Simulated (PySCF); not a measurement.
Input file for PySCF: R-M06-2X/def2-TZVPP on Cl4Ga2.

```python
from pyscf import gto, dft

mol = gto.M(
    atom='''
    Ga    0.00000000    0.00000000    1.22615696
    Ga   -0.00000000    0.00000000   -1.22615696
    Cl    1.82326176   -0.00000000    2.36535934
    Cl   -1.82326176    0.00000000    2.36535934
    Cl   -0.00000000    1.82326176   -2.36535934
    Cl    0.00000000   -1.82326176   -2.36535934
    ''',
    basis='def2-tzvpp',
    charge=0, spin=0, verbose=4, max_memory=1800)
mf = dft.RKS(mol, xc='m062x').density_fit(auxbasis='def2-universal-jkfit')
mf.grids.level = 4
mf.conv_tol = 1e-9
mf.max_cycle = 150
mf.kernel()
mf.dip_moment()
```

It printed:

```
PySCF version 2.14.0

[INPUT] verbose = 4
[INPUT] num. atoms = 6
[INPUT] num. electrons = 130
[INPUT] charge = 0
[INPUT] spin (= nelec alpha-beta = 2S) = 0
[INPUT] symmetry False subgroup None
[INPUT] Mole.unit = angstrom
[INPUT] Symbol           X                Y                Z      unit          X                Y                Z       unit  Magmom
[INPUT]  1 Ga     0.000000000000   0.000000000000   1.226156960000 AA    0.000000000000   0.000000000000   2.317100840129 Bohr   0.0
[INPUT]  2 Ga     0.000000000000   0.000000000000  -1.226156960000 AA    0.000000000000   0.000000000000  -2.317100840129 Bohr   0.0
[INPUT]  3 Cl     1.823261760000   0.000000000000   2.365359340000 AA    3.445465379792   0.000000000000   4.469881338782 Bohr   0.0
[INPUT]  4 Cl    -1.823261760000   0.000000000000   2.365359340000 AA   -3.445465379792   0.000000000000   4.469881338782 Bohr   0.0
[INPUT]  5 Cl     0.000000000000   1.823261760000  -2.365359340000 AA    0.000000000000   3.445465379792  -4.469881338782 Bohr   0.0
[INPUT]  6 Cl     0.000000000000  -1.823261760000  -2.365359340000 AA    0.000000000000  -3.445465379792  -4.469881338782 Bohr   0.0

nuclear repulsion = 1200.6043542037
number of shells = 88
number of NR pGTOs = 452
number of NR cGTOs = 264
basis = def2-tzvpp
ecp = {}


******** <class 'pyscf.df.df_jk.DFRKS'> ********
method = DFRKS
initial guess = minao
damping factor = 0
level_shift factor = 0
DIIS = <class 'pyscf.scf.diis.CDIIS'>
diis_start_cycle = 1
diis_space = 8
diis_damp = 0
SCF conv_tol = 1e-09
SCF conv_tol_grad = None
SCF max_cycles = 150
direct_scf = False
XC library pyscf.dft.libxc version 7.1.2
    S. Lehtola, C. Steigemann, M. J. T. Oliveira, and M. A. L. Marques,  SoftwareX 7, 1–5 (2018)
XC functionals = m062x
    Y. Zhao and D. G. Truhlar,  Theor. Chem. Acc. 120, 215 (2008)
    Y. Zhao and D. G. Truhlar,  Theor. Chem. Acc. 120, 215 (2008)
radial grids:
    Treutler-Ahlrichs [JCP 102, 346 (1995); DOI:10.1063/1.469408] (M4) radial grids

becke partition: Becke, JCP 88, 2547 (1988); DOI:10.1063/1.454033
pruning grids: <function nwchem_prune>
grids dens level: 4
symmetrized grids: False
atomic radii adjust function: <function treutler_atomic_radii_adjust>
small_rho_cutoff = 0
Set gradient conv threshold to 3.16228e-05
Initial guess from minao.
tot grids = 175520
******** <class 'pyscf.df.df.DF'> ********
auxbasis = def2-universal-jkfit
init E= -5690.10112445008
  HOMO = -0.303251421393597  LUMO = -0.0711288606965793  gap/eV = 6.31638
cycle= 1 E= -5690.60891212722  delta_E= -0.508  |g|= 0.855  |ddm|=  2.4
  HOMO = -0.366216957253989  LUMO = -0.147320479977622  gap/eV = 5.95648
cycle= 2 E= -5690.54001552842  delta_E= 0.0689  |g|= 1.14  |ddm|= 1.46
  HOMO = -0.355220250707728  LUMO = -0.076806183940491  gap/eV = 7.57603
cycle= 3 E= -5690.7600926151  delta_E= -0.22  |g|= 0.0358  |ddm|= 0.76
  HOMO = -0.355634738579617  LUMO = -0.0733418733783668  gap/eV = 7.68158
cycle= 4 E= -5690.76042063275  delta_E= -0.000328  |g|= 0.0114  |ddm|= 0.0494
  HOMO = -0.354833140711133  LUMO = -0.072217763492737  gap/eV = 7.69036
cycle= 5 E= -5690.76045061286  delta_E= -3e-05  |g|= 0.00452  |ddm|= 0.015
  HOMO = -0.355370424022311  LUMO = -0.0727836575896538  gap/eV = 7.68958
cycle= 6 E= -5690.76045574882  delta_E= -5.14e-06  |g|= 0.000685  |ddm|= 0.00437
  HOMO = -0.355364524444315  LUMO = -0.0727346574263009  gap/eV = 7.69075
cycle= 7 E= -5690.76045586399  delta_E= -1.15e-07  |g|= 0.00038  |ddm|= 0.00097
  HOMO = -0.355365796476253  LUMO = -0.0727513468365805  gap/eV = 7.69033
cycle= 8 E= -5690.76045589717  delta_E= -3.32e-08  |g|= 3.11e-05  |ddm|= 0.000387
  HOMO = -0.355367016441996  LUMO = -0.072749197710159  gap/eV = 7.69042
cycle= 9 E= -5690.76045589776  delta_E= -5.86e-10  |g|= 7.19e-06  |ddm|= 6.06e-05
  HOMO = -0.35536690322818  LUMO = -0.0727490035698808  gap/eV = 7.69042
Extra cycle  E= -5690.76045589777  delta_E= -1.64e-11  |g|= 4.63e-06  |ddm|= 1.04e-05
converged SCF energy = -5690.76045589777
Dipole moment(X, Y, Z, Debye): -0.00000,  0.00000,  0.00000
```

The run converged.

Cost: very roughly 80 core-seconds.
